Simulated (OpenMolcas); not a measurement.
## What dynamic correlation does to the levels of Co+

| Property | Result |
| --- | --- |
| Program | OpenMolcas 26.06 |
| Basis | ANO-RCC-VDZP [5s4p2d1f] |
| Scalar Hamiltonian | DKH2, point nucleus |
| Active space | 8 electrons in 9 orbitals (RAS2 3d 4s; RAS3 4p, at most 2 electrons) |
| State averaging | 2S+1 = 3 even, 55 roots; 2S+1 = 5 even, 10 roots kept (CI in the orbitals of an earlier block); 2S+1 = 1 even, 49 roots kept (CI in the orbitals of an earlier block); 2S+1 = 3 odd, 21 roots; 2S+1 = 5 odd, 22 roots kept (CI in the orbitals of an earlier block); 2S+1 = 1 odd, 9 roots kept (CI in the orbitals of an earlier block, 0 in the spin-orbit step) |
| Spin-orbit coupling | RASSI with atomic mean-field integrals over the reference wave functions, term energies averaged over their components |

Methods on the same reference wave functions:
A. RASSCF
B. SS-RASPT2, IPEA 0.25 Eh, imaginary shift 0.1 Eh (closed shells correlated: 3s 3p)
C. MS-RASPT2, IPEA 0.25 Eh, imaginary shift 0.1 Eh (closed shells correlated: 3s 3p)

Energies in cm⁻¹ above 3d⁸ ³F₄, the measured ground level; measured values from NIST Handbook of Basic Atomic Spectroscopic Data.

| Level | A | B | C | Measured |
| --- | --- | --- | --- | --- |
| 3d⁷ 4s ⁵F₅ | -21581 | 1541 | 1546 | 3350 |
| 3d⁷ 4s ⁵F₄ | -20915 | 2210 | 2210 | 4029 |
| 3d⁷ 4s ⁵F₃ | -20388 | 2730 | 2740 | 4561 |
| 3d⁷ 4s ⁵F₂ | -19999 | 3120 | 3130 | 4950 |
| 3d⁷ 4s ⁵F₁ | -19744 | 3370 | 3380 | 5205 |
| 3d⁷ 4s ³F₄(1) | -14023 | 7810 | 7820 |  |
| 3d⁷ 4s ³F₃(1) | -13126 | 8710 | 8710 |  |
| 3d⁷ 4s ³F₂(1) | -12494 | 9330 | 9320 |  |
| 3d⁷ 4s ⁵P₃ | -3206 | 17480 | 17490 |  |
| 3d⁷ 4s ⁵P₂ | -2927 | 17710 | 17750 |  |
| 3d⁷ 4s ⁵P₁ | -2604 | 18060 | 18080 |  |
| 3d⁷ 4s ³G₅ | -1407 | 20200 | 20210 |  |
| 3d⁷ 4s ³G₄ | -1028 | 20570 | 20600 |  |
| 3d⁷ 4s ³G₃ | -636 | 20970 | 20970 |  |
| 3d⁸ ³F₄ | 0.0 | 0.0 | 0.0 | 0.0 |
| 3d⁸ ³F₃ | 1068 | 1070 | 1071 | 950 |
| 3d⁸ ³F₂ | 1810 | 1798 | 1784 | 1597 |
| 3d⁷ 4s ¹G₄ | 2591 | 23520 | 24010 |  |
| 3d⁷ 4s ³P₀(2) [50 %] | 4323 | 23130 | 23670 |  |
| 3d⁷ 4s ³H₆ | 4785 | 26710 | 26710 |  |
| 3d⁷ 4s ³H₅ | 5131 | 27040 | 27050 |  |
| 3d⁷ 4s ³H₄ | 5546 | 27430 | 27450 |  |
| 3d⁷ 4s ³P₀(1) [50 %] | 5621 | 24770 | 24900 |  |
| 3d⁷ 4s ³D₃ | 6443 | 26500 | 26510 |  |

A puts 3d⁷ 4s ⁵F₅ lowest.

Deviations, from unrounded energies. A percentage is the sum of absolute deviations over the sum of measured energies, with the sign that they share, or ± where signs differ.

| Against measurement | Levels | A | B | C |
| --- | --- | --- | --- | --- |
| mean absolute deviation (cm-1) | 7 | 18000 | 1300 | 1300 |
| fine structure of the ground term (%) | 2 | +13.0 | +12.6 | +12.0 |
| other configurations (%) | 5 | -564.5 | -41.3 | -41.2 |

B, C lie about equally close to measurement and A furthest from it. The largest miss of C in the table is 3d⁷ 4s ⁵F₂, by -1800 cm-1. The ranking rests on the paired levels alone, and a cruder setting can come out closer through cancelling errors.

Between B and C the level of the table that moves most is 3d⁷ 4s ³P₀(2) [50 %], by 540 cm-1 (lowest in B, highest in C). Moves below CASPT2's spread within the term are not significant.

The two smallest mean deviations differ by little beside CASPT2's spread within terms, so their order carries little weight.

The lowest spin-free term lies below A's lowest term by 0.427 hartree in B, 0.427 hartree in C.

CASPT2 does not keep the components of a term degenerate, so their means are used; among the terms shown or strongly mixed into the levels shown the widest spread is 2900 cm-1 (3d⁸ ³F, C). Some high roots are left out of the spin-orbit mixing, which shifts the levels that they would mix with. Terms from blocks run as CI alone lack orbitals of their own. A single d shell beside an s shell can misplace configurations of different d count against each other. The CASPT2 spread within a term exceeds the gap to the next term for 3d⁷ 4s ³D and 3d⁷ 4s ³H, so the order of their levels is uncertain (figures for B; the like holds for C). Without dynamic correlation excited terms often stand tens of per cent too high (terms of higher spin than the ground term too low), and those without a measured partner can miss by more than the paired ones (holds for A). The lowest computed level is not the ground level that NIST lists (3F4) (holds for A). Measured partners are found by configuration, term and J. A level has none where our copy of the source lacks it or the pairing is in doubt (some pairs that miss far off the trend of their configuration count as doubtful), and it then counts in no deviation. Only configurations of the active space appear. Levels that lie high or do not pair safely by name in every column are left out.

A share in square brackets marks a mixed level and gives the weight of the term that names it, the lowest over the columns. A number in round brackets counts repeated terms of one configuration in the order of the reference energies.
